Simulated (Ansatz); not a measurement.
```xyz
4

Cl    1.588   -0.568   -0.070
C    -0.013    0.036   -0.020
Cl   -1.033   -0.951    0.937
Se   -0.541    1.483   -0.846
```

Total charge 0; spin multiplicity 1.

Question: List the PBE/def2-TZVPP orbital energies in eV (Ansatz 0.2.0). (Estimate.)

Answer: The calculation gave: Occupied: -12302.49, -2740.24, -2740.24, -1562.48, -1403.26, -1403.25, -1403.16, -273.59, -250.78, -250.78, -205.48, -191.55, -191.55, -191.30, -191.30, -191.24, -191.24, -150.82, -150.78, -150.50, -53.97, -53.94, -53.74, -53.70, -53.65, -23.72, -21.51, -18.63, -14.57, -12.24, -10.96, -10.73, -8.61, -8.55, -8.10, -6.96, -5.79. Lowest empty: -3.80, -1.70, -0.10, 0.93, 1.96, 3.80, 4.55, 5.07.
